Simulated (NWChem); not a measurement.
SiBrClF2; SMILES F[Si](F)(Cl)Br

```xyz
5

F     -1.3097    -0.7726     1.2880
Si    -0.3955    -0.5241     0.0000
F     -1.3097    -0.7726    -1.2880
Cl     1.1221    -1.8604     0.0000
Br     0.3174     1.5304     0.0000
```
Atoms are numbered in this order, from 1.

Program: NWChem. All runs use the structure optimised with PBE0/def2-SVP. GIAO values for the isolated, static molecule; σ is the absolute isotropic shielding, δ = σ(reference) − σ with the isolated reference molecule computed at the same levels (19F: trichlorofluoromethane, 29Si: tetramethylsilane). Spin-orbit effects, on the heavy nuclei and on their neighbours, are missing.

```json
[
 {"level": "LDA (Slater exchange, VWN5)/pcSseg-1", "δ F1 (ppm)": "-100.4", "δ Si2 (ppm)": "-20.5", "σ Cl4 (ppm)": "777.1", "σ Br5 (ppm)": "2347.4"},
 {"level": "BHandHLYP/pcSseg-1", "δ F1 (ppm)": "?", "δ Si2 (ppm)": "?", "σ Cl4 (ppm)": "?", "σ Br5 (ppm)": "?"},
 {"level": "PBE/pcSseg-1", "δ F1 (ppm)": "-103.9", "δ Si2 (ppm)": "-25.4", "σ Cl4 (ppm)": "800.5", "σ Br5 (ppm)": "2393.5"}
]
```

**Question.** Complete the blanks.

**Answer.** 
- BHandHLYP/pcSseg-1, δ F1 (ppm): -87.4
- BHandHLYP/pcSseg-1, δ Si2 (ppm): -29.2
- BHandHLYP/pcSseg-1, σ Cl4 (ppm): 856.6
- BHandHLYP/pcSseg-1, σ Br5 (ppm): 2514.7
